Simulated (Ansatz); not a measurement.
Species: hydrogen iodide, HI, charge 0, multiplicity 1. 
Structure (B3LYP-D3(BJ)/def2-TZVP (Ansatz, a program for electronic structure) minimum search):
```xyz
2

I      0.0000     0.0000    -0.0299
H      0.0000     0.0000     1.5855
```

Basis-set convergence of Hartree-Fock and MP2 correlation energies (hartree) with Ansatz. Cores are frozen in the correlated levels unless marked. Spin-orbit coupling is left out. The frozen core is the preceding noble-gas configuration, with the filled d and f shells of earlier blocks. Past Kr the def2 sets carry scalar-relativistic core potentials.

```json
[
 {"basis": "def2-SVPD", "functions": "43", "E(HF)": "-297.23315", "E(corr, MP2)": "-0.11401"},
 {"basis": "def2-TZVPPD", "functions": "76", "E(HF)": "-297.24277", "E(corr, MP2)": "-0.15060"},
 {"basis": "def2-QZVPPD", "functions": "124", "E(HF)": "-297.24399", "E(corr, MP2)": "-0.16956"}
]
```

Extrapolating the two largest sets (X = 3 and 4) as X^-3: E(corr) = (64·(-0.16956) - 27·(-0.15060))/37 = -0.1834 Eh, an estimate of the basis-set limit. The largest set recovers 92.5 % of it, the smallest 62.2 %.
